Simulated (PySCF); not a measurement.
Continuum solvent and chemical shifts

Mapped SMILES: `[CH:1]1=[CH:2][c:3]2[cH:4][cH:5][cH:6][cH:7][c:8]2[CH2:9][CH2:10]1`. Each H is labelled by its parent atom.

GIAO PBE0/pcSseg-1 in PySCF 2.14 on one PBE0-D3(BJ)/def2-SVP conformer, non-relativistic, equivalent nuclei averaged. Solvents enter as an IEF-PCM continuum (cyclohexane with ε = 2.0, acetonitrile with ε = 35.7) around the gas-phase geometry. Shifts are referred to TMS computed in the same medium.

Gas phase, δ in ppm: C8 140.1, C3 138.7, C2 136.6, C1 136.6, C7 132.7, C6 132.7, C5 132.1, C4 131.4, C9 30.3, C10 26.2, H(C5) 7.27, H(C6) 7.22, H(C7) 7.17, H(C4) 7.05. Dipole moment 0.66 D.

(1) How does each δ change in the continuum?

(2) Which nuclei move most (in ppm), and what does the model miss?

Results:

(1) 
```tsv
atoms	environment	Δδ, cyclohexane	Δδ, acetonitrile
C8	substituted aromatic carbon	+0.9	+2.3
C3	substituted aromatic carbon	+0.4	+1.0
C2	alkene CH	-0.1	-0.4
C1	alkene CH	+1.6	+4.3
C7	aromatic CH	+0.5	+1.5
C6	aromatic CH	+0.5	+1.3
C5	aromatic CH	+0.4	+1.1
C4	aromatic CH	+0.4	+0.9
C9	sp3 CH2 on an aromatic ring	+0.1	+0.3
C10	allylic sp3 CH2	+0.2	+0.5
H(C5)	hydrogen on an aromatic CH	+0.07	+0.20
H(C6)	hydrogen on an aromatic CH	+0.07	+0.21
H(C7)	hydrogen on an aromatic CH	+0.09	+0.25
H(C4)	hydrogen on an aromatic CH	+0.08	+0.23
```

Changes are relative to the gas phase. The dipole moment becomes 0.79 D in cyclohexane, 1.01 D in acetonitrile.

(2) C1 (alkene CH, +4.3 ppm) in acetonitrile. A continuum only polarises the solute; specific hydrogen bonds, the anisotropy of aromatic solvents and changes of geometry or conformer are outside it.
